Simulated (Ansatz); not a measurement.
Molecule: YI2, charge 0, multiplicity 2. The spin state was set by rule; other spins were not relaxed. 
Coordinates optimised at B3LYP-D3(BJ)/def2-TZVP (Ansatz, a first-principles code):
```xyz
3

Y      0.8137    -0.0105    -0.0018
I     -0.2771     2.0053    -1.6378
I     -0.3216    -1.9975     1.6391
```
Charge 0, spin multiplicity 2.

Quantity: vertical ionisation energy (to the singlet state of charge +1; each state is the SCF solution reached for its spin), in eV. Correlated levels leave the core frozen unless marked. Open shells are spin-unrestricted. Spin-orbit coupling is left out. Frozen are the shells of the preceding noble gas and the d and f shells that filled before the atom's block. In def2 rows, elements after Kr have scalar-relativistic effective core potentials. CBS(X,Y): correlation extrapolated as X^-3; Hartree-Fock from the larger set. [CCSD(T)-MP2]/basis is that difference in the basis named.

```
level                                                          program  vertical ionisation energy (eV)
-------------------------------------------------------------  -------  -------------------------------
SVWN5/def2-TZVPD                                                Ansatz                             6.69
PBE/def2-TZVPD                                                  Ansatz                             6.50
r2SCAN/def2-TZVPD                                               Ansatz                              [?]
B3LYP/def2-TZVPD                                                Ansatz                             6.69
PBE0/def2-TZVPD                                                 Ansatz                             6.62
BHLYP/def2-TZVPD                                                Ansatz                              [?]
CAM-B3LYP/def2-TZVPD                                            Ansatz                              [?]
wB97M-V/def2-TZVPD                                              Ansatz                              [?]
B2PLYP/def2-TZVPD                                               Ansatz                             6.51
SCS-MP2/def2-SVPD                                               Ansatz                             6.33
CCSD/def2-TZVPPD                                                Ansatz                             6.43
RI-MP2/CBS(def2-TZVPPD,def2-QZVPPD)+[CCSD(T)-MP2]/def2-TZVPPD   Ansatz                             6.43
```

Task: Fill in the missing entries.

Result: 
- r2SCAN/def2-TZVPD, vertical ionisation energy (eV): 6.57
- BHLYP/def2-TZVPD, vertical ionisation energy (eV): 6.68
- CAM-B3LYP/def2-TZVPD, vertical ionisation energy (eV): 6.79
- wB97M-V/def2-TZVPD, vertical ionisation energy (eV): 6.66
